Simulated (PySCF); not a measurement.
# Dipole response of P⁺ (phosphorus, charge +1)

[Ne] 3s2 3p2, high-spin 3P determinant. Computed with PySCF 2.14 in aug-cc-pV(T+d)Z with one added diffuse shell each of s, p, d, f type (7s6p5d3f, 71 functions), with no relativity, point nucleus. Coupled (time-dependent) response in atomic units; α is the mean over directions.

```csv
method,mean α (bohr³),"α xx, yy, zz",C₆ (like pair),S(−4)
UHF,14.50,"14.12, 14.70, 14.70",75.35,70.66
PBE,14.47,"13.84, 14.79, 14.79",74.84,69.17
PBE0,14.34,"13.82, 14.61, 14.61",74.07,67.34
TPSSh,14.35,"13.86, 14.59, 14.59",74.71,66.96
PW91,14.41,"13.79, 14.72, 14.72",74.36,68.65
```

S(−4) is the Cauchy moment in α(ω) = α(0) + S(−4) ω² + …

α(iu) at UHF:

```json
{"u (hartree)": "0", "α(iu) (bohr³)": "14.50"}
{"u (hartree)": "0.0500", "α(iu) (bohr³)": "14.33"}
{"u (hartree)": "0.100", "α(iu) (bohr³)": "13.84"}
{"u (hartree)": "0.200", "α(iu) (bohr³)": "12.21"}
{"u (hartree)": "0.300", "α(iu) (bohr³)": "10.26"}
{"u (hartree)": "0.500", "α(iu) (bohr³)": "6.877"}
{"u (hartree)": "0.750", "α(iu) (bohr³)": "4.252"}
{"u (hartree)": "1.00", "α(iu) (bohr³)": "2.812"}
{"u (hartree)": "1.50", "α(iu) (bohr³)": "1.477"}
{"u (hartree)": "2.00", "α(iu) (bohr³)": "0.9197"}
{"u (hartree)": "3.00", "α(iu) (bohr³)": "0.4757"}
{"u (hartree)": "5.00", "α(iu) (bohr³)": "0.2159"}
```

For an ion, C₆ is the dispersion term alone; charge-induced terms of lower order in 1/R come first.

The components differ because the open shell of this determinant is not spherical; for a pure term their mean is the scalar polarisability.
